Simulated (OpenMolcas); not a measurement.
Mo3+: moving or changing the point charges

Mo3+ among 3 point charges of -2 e arranged as a planar triangle (D3h), 1.88 Å from the ion.

```
Program             : OpenMolcas 26.06
Method              : CASSCF
Basis               : ANO-RCC-VTZP [7s6p4d2f1g]
Scalar Hamiltonian  : DKH2, point nucleus
Active space        : 3 electrons in 5 orbitals (4d)
State averaging     : 2S+1 = 4 even, 10 roots; 2S+1 = 2 even, 40 roots
Spin-orbit coupling : state interaction with AMFI integrals over the reference wave functions
```

Runs around this geometry, states (labels of D3, the rotations of D3h). Energies in cm-1 above the lowest state or level, χT in cm3 K/mol.

```tsv
R (Å)	q (e)	Ground state	First state of that spin	First gap with spin-orbit (degeneracies)	χT at 300 K	First state of another spin
1.88	-1.6	4A2	4A1 6521	12.8 (2, 2)	1.720	2A2 12358
1.88	-2	4A2	4A1 10088	19.6 (2, 2)	1.773	2E 11587
2.03	-2	4A2	4A1 6343	11.0 (2, 2)	1.716	2A2 12360
```

Taking the first state of the same spin as R^-n, n = -ln(6343 / 10088) / ln(2.03 / 1.88) = 6.0 between the shortest and longest distance.

Scaling the charges by -1.6 / -2 = 0.80 scales the first state of the same spin by 6521 / 10088 = 0.65; with fixed orbitals a first-order splitting would follow the charge.

Without dynamic correlation the repulsion within the d shell is too large (B by tens of per cent), so at a given field states of lower spin stand too high. This is an electrostatic model: the charges have no orbitals. No measured value stands beside these numbers.
